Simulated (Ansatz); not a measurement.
Molecule: sum formula HBOCl (charge 0, doublet). It need not be the lowest isomer of its formula. SMILES: O[B]Cl
Geometry from a B3LYP-D3(BJ)/def2-TZVP (Ansatz, a quantum-chemistry and plane-wave program) optimisation:
```xyz
4

B     -0.1620     0.5726     0.5773
Cl     0.8603    -0.4802    -0.3990
O     -1.4866     0.6527     0.5051
H     -1.9222     0.0783    -0.1443
```
Charge 0, spin multiplicity 2.

Property: atomisation energy (electronic, to ground-state atoms), in kcal/mol. Correlated levels leave the core frozen unless marked. UHF or UKS for open shells. No spin-orbit coupling. Non-relativistic. The coupled-cluster limit lacks core correlation, which all-electron functionals hold. CBS(X,Y): correlation extrapolated as X^-3; Hartree-Fock from the larger set (for Q and 5 zeta extrapolated as (X+1)exp(-9√X)).

```json
[
 {"level": "SVWN5/def2-TZVPD", "program": "Ansatz", "atomisation energy (kcal/mol)": "402.6", "minus last row": "63.7"},
 {"level": "PBE0/def2-TZVPD", "program": "Ansatz", "atomisation energy (kcal/mol)": "342.8", "minus last row": "3.9"},
 {"level": "r2SCANh-D4/def2-TZVPD", "program": "Ansatz + dftd4", "atomisation energy (kcal/mol)": "344.9", "minus last row": "6.0"},
 {"level": "r2SCAN0/def2-TZVPD", "program": "Ansatz", "atomisation energy (kcal/mol)": "338.8", "minus last row": "-0.1"},
 {"level": "HSE06-D4/def2-TZVPD", "program": "Ansatz + dftd4", "atomisation energy (kcal/mol)": "344.4", "minus last row": "5.5"},
 {"level": "CCSD(T)/cc-pV(D+d)Z", "program": "Ansatz", "atomisation energy (kcal/mol)": "308.7", "minus last row": "-30.2"},
 {"level": "CCSD(T)/CBS(cc-pV(Q+d)Z,cc-pV(5+d)Z)", "program": "Ansatz", "atomisation energy (kcal/mol)": "338.9", "minus last row": "0.0"}
]
```
